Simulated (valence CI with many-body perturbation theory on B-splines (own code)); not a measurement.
## Level structure of Os44+

Calculated by valence CI with perturbative core correlation (CI+MBPT): four valence electrons over a frozen Dirac-Fock core [Ar] 3d10, a basis of 11 s, 11 p, 10 d, 8 f, 5 g, 2 h functions for each j, with the one-electron correlation potential Σ1 (screened to all orders), the two-electron term Σ2, the three-electron term Σ3, Breit, model QED; selected single and double excitations, second order for the rest, scaled by the run's own slope (own B-spline code, finite nucleus).

The last digits are not significant, and no measured levels were compared; by estimate large intervals hold to a few tenths of a per cent, small ones and those within an open d or f shell to about a per cent. Among the levels kept, up to 430 cm⁻¹ of a level comes from second order outside the variational space, and about a tenth of that is noise between levels of different J, which matters for small intervals.

Levels 91 to 135 of 188, with energies above the lowest level, (4s^2 4p1/2^2) J=0. "Leading %" is the weight of the configuration and term that name the level; weights of strongly mixed levels are sums over their largest components and can fall short. In the jj column 3d3/2^4 stands for four electrons in 3d with j = 3/2.

| No. | Configuration | Term | J | E (eV) | Leading % | g | Leading jj |
| --- | --- | --- | --- | --- | --- | --- | --- |
| 91 | 4s2 4d2 | 3P | 1 | 598.53 | 26 | 1.521 | 4s 4p3/2^2 4d3/2 (68 %) |
| 92 | 4s2 4d2 | 3P | 2 | 598.82 | 40 | 1.279 | 4s^2 4d5/2^2 (27 %) |
| 93 | 4s 4p2 4d | 3D | 3 | 600.41 | 17 | 1.282 | 4s 4p3/2^2 4d3/2 (46 %) |
| 94 | 4p3 4d | 3F° | 3 | 601.52 | 19 | 1.126 | 4p1/2^2 4p3/2 4d3/2 (58 %) |
| 95 | 4s 4p2 4d | 3P | 0 | 602.51 | 47 |  | 4s 4p3/2^2 4d5/2 (58 %) |
| 96 | 4s2 4p 4f | 1G | 4 | 607.11 | 32 | 1.157 | 4s 4p3/2^2 4d5/2 (44 %) |
| 97 | 4s2 4d2 | 1D | 2 | 608.17 | 24 | 1.088 | 4s^2 4d5/2^2 (31 %) |
| 98 | 4s 4p2 4d | 5F | 5 | 610.58 | 38 | 1.272 | 4s 4p3/2^2 4d5/2 (73 %) |
| 99 | 4s 4p2 4d | 3D | 1 | 610.67 | 38 | 1.022 | 4s 4p3/2^2 4d3/2 (83 %) |
| 100 | 4s 4p2 4d | 3F | 4 | 611.41 | 28 | 1.174 | 4s 4p3/2^2 4d3/2 (53 %) |
| 101 | 4s 4p2 4d | 3P | 0 | 616.27 | 63 |  | 4s 4p3/2^2 4d3/2 (75 %) |
| 102 | 4p3 4d | 3F° | 4 | 616.65 | 44 | 1.247 | 4p1/2^2 4p3/2 4d5/2 (91 %) |
| 103 | 4s 4p2 4d | 3D | 2 | 619.40 | 27 | 1.181 | 4s 4p3/2^2 4d3/2 (64 %) |
| 104 | 4s2 4d2 | 3F | 4 | 620.30 | 26 | 1.183 | 4s^2 4d5/2^2 (41 %) |
| 105 | 4p3 4d | 3D° | 2 | 620.59 | 34 | 1.253 | 4p1/2^2 4p3/2 4d5/2 (90 %) |
| 106 | 4s 4p2 4d | 1F | 3 | 622.87 | 27 | 1.048 | 4s 4p3/2^2 4d3/2 (51 %) |
| 107 | 4s 4p2 4d | 3D | 1 | 622.95 | 36 | 1.209 | 4s 4p3/2^2 4d5/2 (54 %) |
| 108 | 4s 4p2 4d | 3D | 1 | 623.86 | 38 | 0.990 | 4s 4p3/2^2 4d3/2 (50 %) |
| 109 | 4s 4p2 4d | 3F | 2 | 624.82 | 26 | 1.013 | 4s 4p3/2^2 4d3/2 (80 %) |
| 110 | 4s 4p2 4d | 3D | 3 | 625.12 | 40 | 1.184 | 4s 4p3/2^2 4d5/2 (62 %) |
| 111 | 4s2 4d2 | 1S | 0 | 628.50 | 39 |  | 4s^2 4d5/2^2 (50 %) |
| 112 | 4s 4p2 4d | 3D | 3 | 630.45 | 74 | 1.274 | 4s 4p3/2^2 4d5/2 (95 %) |
| 113 | 4s 4p 4d2 | 5G° | 2 | 631.77 | 62 | 0.495 | 4s 4p1/2 4d3/2^2 (91 %) |
| 114 | 4p3 4d | 3D° | 3 | 632.20 | 21 | 1.134 | 4p1/2^2 4p3/2 4d5/2 (76 %) |
| 115 | 4p3 4d | 3D° | 1 | 634.29 | 36 | 1.030 | 4p1/2^2 4p3/2 4d5/2 (88 %) |
| 116 | 4s 4p2 4d | 3F | 4 | 635.48 | 54 | 1.161 | 4s 4p3/2^2 4d5/2 (84 %) |
| 117 | 4s 4p2 4d | 1D | 2 | 637.41 | 44 | 1.128 | 4s 4p3/2^2 4d5/2 (81 %) |
| 118 | 4s 4p 4d2 | 5G° | 3 | 639.90 | 38 | 0.996 | 4s 4p1/2 4d3/2^2 (84 %) |
| 119 | 4s 4p2 4d | 1D | 2 | 641.23 | 28 | 1.203 | 4s 4p3/2^2 4d5/2 (88 %) |
| 120 | 4s 4p2 4d | 3D | 3 | 644.98 | 42 | 1.219 | 4s 4p3/2^2 4d5/2 (82 %) |
| 121 | 4s 4p2 4d | 3P | 1 | 647.36 | 36 | 1.083 | 4s 4p3/2^2 4d5/2 (90 %) |
| 122 | 4s 4p 4d2 | 5D° | 0 | 648.78 | 60 |  | 4s 4p1/2 4d3/2^2 (87 %) |
| 123 | 4s 4p 4d2 | 5D° | 1 | 654.49 | 32 | 1.185 | 4s 4p1/2 4d3/2^2 (82 %) |
| 124 | 4s 4p 4d2 | 5F° | 1 | 654.86 | 35 | 0.668 | 4s 4p1/2 4d3/2^2 (91 %) |
| 125 | 4s 4p2 4d | 1D | 2 | 656.04 | 43 | 1.065 | 4s 4p3/2^2 4d5/2 (86 %) |
| 126 | 4s 4p 4d2 | 5F° | 2 | 656.71 | 32 | 1.115 | 4s 4p1/2 4d3/2^2 (61 %) |
| 127 | 4s 4p 4d2 | 5G° | 3 | 657.99 | 24 | 1.125 | 4s 4p1/2 4d3/2 4d5/2 (79 %) |
| 128 | 4s 4p 4d2 | 5G° | 4 | 659.05 | 35 | 1.102 | 4s 4p1/2 4d3/2 4d5/2 (82 %) |
| 129 | 4s 4p 4d2 | 5D° | 2 | 660.99 | 22 | 1.250 | 4s 4p1/2 4d3/2 4d5/2 (62 %) |
| 130 | 4s 4p 4d2 | 5P° | 1 | 662.55 | 42 | 1.880 | 4s 4p1/2 4d3/2 4d5/2 (92 %) |
| 131 | 4s 4p 4d2 | 3H° | 5 | 666.01 | 24 | 1.127 | 4s 4p1/2 4d3/2 4d5/2 (77 %) |
| 132 | 4s 4p 4d2 | 3H° | 4 | 667.98 | 35 | 0.970 | 4s 4p1/2 4d3/2 4d5/2 (78 %) |
| 133 | 4s 4p 4d2 | 3G° | 3 | 670.54 | 31 | 1.047 | 4s 4p1/2 4d3/2 4d5/2 (77 %) |
| 134 | 4s 4p 4d2 | 5D° | 2 | 670.90 | 15 | 1.070 | 4s 4p1/2 4d3/2 4d5/2 (67 %) |
| 135 | 4s 4p 4d2 | 3D° | 1 | 672.58 | 32 | 0.943 | 4s 4p1/2 4d3/2 4d5/2 (56 %) |

Where two levels of one J and parity lie close, their mixing, g and order are uncertain.
